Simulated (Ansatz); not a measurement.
The cluster Li₂Al₄⁺. Total charge 1; doublet. Geometry r2SCAN-D4/def2-SVP, that of the neutral singlet; atoms count from 1.

```csv
atom,x (Å),y (Å),z (Å)
Li1,2.433,1.376,-1.268
Li2,-1.325,-0.991,-1.265
Al3,1.355,-0.704,0.106
Al4,-1.887,0.476,1.165
Al5,-0.037,1.515,-0.172
Al6,-0.539,-1.671,1.434
```

The structure comes from a short search, and lower isomers may exist.

(1) Estimate the Mulliken populations from the PBE0/def2-TZVP orbitals of Ansatz.

(2) Where does the spin sit?

(3) And the Mayer bond orders between bonded heavy atoms (over 0.3)?

Answers

(1) 
```csv
atom,charge (e),spin (α − β)
Li1,0.78,0.00
Li2,0.63,-0.01
Al3,-0.29,0.25
Al4,0.09,0.26
Al5,-0.29,0.25
Al6,0.09,0.26
```
Mulliken values and Mayer orders depend strongly on the basis.

(2) Summed by element: Li -0.02, Al 1.02, of 1 unpaired in all. Largest on single atoms: Al6 0.26, Al4 0.26, Al5 0.25.

(3) Al3–Al5 0.86 (2.63 Å); Al3–Al6 0.76 (2.51 Å); Al4–Al5 0.75 (2.51 Å); Al4–Al6 0.85 (2.55 Å). Values over 0.3 also appear between atoms too far apart for a bond (Al3–Al4 0.50 at 3.61 Å; Al5–Al6 0.50 at 3.60 Å); they arise where an orbital or an unpaired electron spreads over both atoms.
